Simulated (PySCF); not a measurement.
In(Et)3 (C₆H₁₅In), SMILES [CH2](C)[In]([CH2]C)[CH2]C.

Geometry optimised at PBE0-D3(BJ)/def2-SVP. The isomer is the one that the SMILES or the coordinates give; other isomers of the formula were not compared. The def2 effective core potentials stand for the cores of In; spin–orbit coupling is left out. The values are those of a single conformer.

Level of theory: PySCF with B3LYP/def2-SVP.

The molecule is in vacuum.

```
Item                                                                                                             Result
---------------------------------------------------------------------------------------------  ------------------------
total energy                                                                                         -427.66502 hartree
highest occupied level                                                                                         -6.14 eV
lowest empty level                                                                                             -1.10 eV
orbital gap                                                                                                     5.04 eV
dipole moment                                                                                                    0.16 D
quadrupole, principal values (traceless, Buckingham form, about the centre of nuclear charge)    -4.71, -2.18, 6.89 D·Å
mean static polarisability                                                                       102.9 bohr³ (15.24 Å³)
polarisability, principal values                                                               75.8, 108.7, 124.1 bohr³
```
